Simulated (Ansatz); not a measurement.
Calculated with Ansatz (gas phase, PBE0-D4/def2-TZVP geometries, no zero-point term in ΔE). CCSD(T)/CBS is the MP2 limit (def2-TZVPP, def2-QZVPP) plus CCSD(T) − MP2 in def2-TZVPP, frozen cores. DFT in def2-TZVPP. Elements past krypton have def2 core potentials. For Br, Sn outer-core shells are correlated without core-valence functions, which leaves a few kJ/mol of doubt a bond. Scalar relativity is left out up to krypton. One conformer a species, not always the lowest.

Reaction (formal exchange of groups at a C–C bond): `CC(C)(C)Br` + `C[NH][SnH3]` → `CC[NH][SnH3]` + `CC(C)Br`

(1) Is it downhill or uphill in electronic energy at CCSD(T)/CBS, and by how much? (Estimate.)

(2) What do these levels give: PBE0-D4, ωB97X-V, r2SCAN, MP2/def2-SVP, HF/def2-TZVPP, HF/def2-QZVPP? (Estimate.)

Largest T1 diagnostic among the species: 0.012.

Results:

(1) Computed: Uphill: ΔE = +0.03 eV.

(2) Ansatz gave: PBE0-D4 0.00, ωB97X-V 0.01, r2SCAN 0.01, MP2/def2-SVP 0.06, HF/def2-TZVPP -0.07, HF/def2-QZVPP -0.07 eV.

The D4 term adds +0.06 eV with B3LYP and +0.03 eV with PBE0; it sums over pairs of atoms, weighted by their polarisabilities, and B3LYP, whose exchange is more repulsive, gets the larger term. Leaving LDA and LC-ωPBE aside and taking each functional with its dispersion term where it has one, the values, not all of them listed here, spread over 0.04 eV, from B2PLYP to ωB97M-V. LDA lies +0.07 eV from PBE without D4. In def2-TZVPP, CCSD(T) changes the Hartree–Fock value by +0.10 eV (the triples alone add +0.02 eV) and MP2 by +0.13 eV.

B3LYP here is the variant with VWN-RPA as its local correlation; programs differ in this.
